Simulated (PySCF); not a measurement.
C6H5O, SMILES Oc1cc[c]cc1, multiplicity 2.

Geometry optimised at PBE0-D3(BJ)/def2-SVP. The isomer is the one that the SMILES or the coordinates give; other isomers of the formula were not compared. Other conformers were not sampled.

Level of theory: TDA-ωB97X/def2-SVPD in PySCF 2.14.0.

Vertical excitations. 

**Question.** List the lowest excited states. (An estimate is asked for; the answer gives what the named calculation found.)

**Answer.** 
| state | energy (eV) | λ (nm) | f | main pairs |
|---|---|---|---|---|
| root 1 | 2.64 | 469 | 0.002 | β HOMO→LUMO 88 % |
| root 2 | 3.96 | 313 | 0.000 | β HOMO−1→LUMO 99 % |
| root 3 | 4.16 | 298 | 0.000 | α HOMO→LUMO+1 21 %, α HOMO−2→LUMO 20 %, β HOMO→LUMO+2 22 %, β HOMO−1→LUMO+1 21 %, β HOMO→LUMO+1 6 % |
| root 4 | 4.22 | 294 | 0.002 | α HOMO→LUMO 33 %, β HOMO→LUMO+1 53 % |
| root 5 | 4.87 | 255 | 0.000 | α HOMO−2→LUMO 25 %, α HOMO→LUMO+1 24 %, β HOMO−1→LUMO+1 26 %, β HOMO→LUMO+2 23 % |
| root 6 | 5.18 | 240 | 0.000 | α HOMO−1→LUMO 98 % |
| root 7 | 5.32 | 233 | 0.046 | α HOMO→LUMO 49 %, α HOMO−2→LUMO+1 16 %, β HOMO→LUMO+1 26 %, β HOMO−1→LUMO+2 6 % |
| root 8 | 5.61 | 221 | 0.005 | α HOMO−1→LUMO+1 93 % |
| root 9 | 5.91 | 210 | 0.008 | α HOMO−2→LUMO+1 48 %, β HOMO−1→LUMO+2 47 % |
| root 10 | 6.35 | 195 | 0.004 | β HOMO−2→LUMO 70 %, β HOMO−4→LUMO 11 % |
Unrestricted roots are not spin-pure.
